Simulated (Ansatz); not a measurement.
Input (CCSDT(Q)/aug-cc-pVDZ; Ansatz, a first-principles code):

Ansatz 0.2 input:
```yaml
crystal:
  periodic: [false, false, false]
  atoms:
    - {symbol: B, position_ang: [0.28920843, -1.35378811, -0.40474512]}
    - {symbol: C, position_ang: [0.00065531, 0.00206947, -0.00703360]}
    - {symbol: C, position_ang: [-0.25236461, 1.11395631, 0.43339329]}
    - {symbol: H, position_ang: [-0.47237181, 2.08201545, 0.81487261]}
    - {symbol: H, position_ang: [0.53658545, -2.00922960, -1.34930518]}
basis:
  gaussian:
    orbitals: aug-cc-pVDZ
magnetization: {spin_polarized: true, initial_magnetization: 1}
correlation: {method: ccsdt_q, electrons: outside_noble_gas}
```

Output:

```
Functional definition: HF
integrals: 0.21 GiB planned
1330 factors; integrals over basis functions are off by at most 1.9e-7 eV
mean field: 0.24 GiB planned
mean field evaluation 1: about -2757.7757 eV, gradient 2.0e1 eV
mean field evaluation 2: about -2757.7756 eV, gradient 2.0e1 eV
mean field evaluation 4: about -2760.7885 eV, gradient 2.8e0 eV
mean field evaluation 8: about -2760.9765 eV, gradient 2.7e-1 eV
mean field evaluation 16: about -2760.9980 eV, gradient 1.5e-6 eV
mean field evaluation 32: about -2760.9980 eV, gradient 6.8e-3 eV
mean field evaluation 64: about -2760.2747 eV, gradient 9.4e-4 eV
mean field evaluation 96: about -2751.2948 eV, gradient 9.0e0 eV
mean field evaluation 128: about -2760.2747 eV, gradient 1.7e-3 eV
mean field evaluation 160: about -2757.2246 eV, gradient 4.7e-4 eV
mean field evaluation 192: about -2752.3529 eV, gradient 7.1e0 eV
a density is far from that of the atoms, so the factors are made again for it
1382 factors; integrals over basis functions are off by at most 1.5e-7 eV
mean field: 0.24 GiB planned
mean field evaluation 224: about -2757.7757 eV, gradient 2.0e1 eV
mean field evaluation 256: about -2760.9980 eV, gradient 2.4e-3 eV
mean field evaluation 288: about -2760.2747 eV, gradient 1.6e-6 eV
mean field evaluation 320: about -2751.3927 eV, gradient 8.5e0 eV
mean field evaluation 352: about -2760.2747 eV, gradient 8.7e-4 eV
mean field evaluation 384: about -2757.2246 eV, gradient 1.5e-4 eV
mean field evaluation 416: about -2752.8711 eV, gradient 3.6e0 eV
mean field -2760.99796258 eV, -101.4648036531 hartree, gradient 1.5e-6 eV, S^2 0.923348; 8 other end points of the search recorded, 0 dependent functions left out
determinant -2760.99796258 eV, -101.4648036531 hartree, with singles and doubles -2770.16081128 eV, -101.8015321320 hartree
determinant -2760.27472946 eV, -101.4382253263 hartree, with singles and doubles -2769.52429932 eV, -101.7781407491 hartree
3 core orbitals not correlated
reference -2760.99796258 eV, -101.4648036531 hartree; 7, 6 occupied and 77, 78 virtual orbitals, 1382 factors
second order -8.19218950 eV of doubles, -0.00000000 eV of singles
coupled cluster: 3.57 GiB planned
cycle   1  -8.59498906 eV  change   -4.0e-1 eV  update   1.1e-1
cycle   2  -9.19098607 eV  change   -6.0e-1 eV  update   5.8e-2
cycle   3  -9.64536035 eV  change   -4.5e-1 eV  update   3.9e-2
cycle   4  -9.61874733 eV  change    2.7e-2 eV  update   1.9e-2
cycle   5  -9.59777041 eV  change    2.1e-2 eV  update   1.2e-2
cycle   6  -9.61733915 eV  change   -2.0e-2 eV  update   4.2e-3
cycle   7  -9.61858864 eV  change   -1.2e-3 eV  update   2.2e-3
cycle   8  -9.61540900 eV  change    3.2e-3 eV  update   9.4e-4
cycle   9  -9.61656907 eV  change   -1.2e-3 eV  update   5.0e-4
cycle  10  -9.61642400 eV  change    1.5e-4 eV  update   2.6e-4
cycle  11  -9.61643227 eV  change   -8.3e-6 eV  update   1.7e-4
cycle  12  -9.61663454 eV  change   -2.0e-4 eV  update   9.5e-5
cycle  13  -9.61665101 eV  change   -1.6e-5 eV  update   5.5e-5
cycle  14  -9.61670471 eV  change   -5.4e-5 eV  update   3.1e-5
cycle  15  -9.61674747 eV  change   -4.3e-5 eV  update   1.8e-5
cycle  16  -9.61675800 eV  change   -1.1e-5 eV  update   9.9e-6
cycle  17  -9.61675827 eV  change   -2.7e-7 eV  update   5.1e-6
cycle  18  -9.61675673 eV  change    1.5e-6 eV  update   3.0e-6
cycle  19  -9.61675314 eV  change    3.6e-6 eV  update   1.6e-6
cycle  20  -9.61675159 eV  change    1.5e-6 eV  update   9.1e-7
coupled cluster: 3.57 GiB planned
perturbative correction -0.04093892 eV, -0.0015044777 hartree
Total energy: -2770.65565310 eV, -101.8197172335 hartree
```

The determinant is spin-contaminated: <S^2> is 0.92, 0.17 over the pure value.
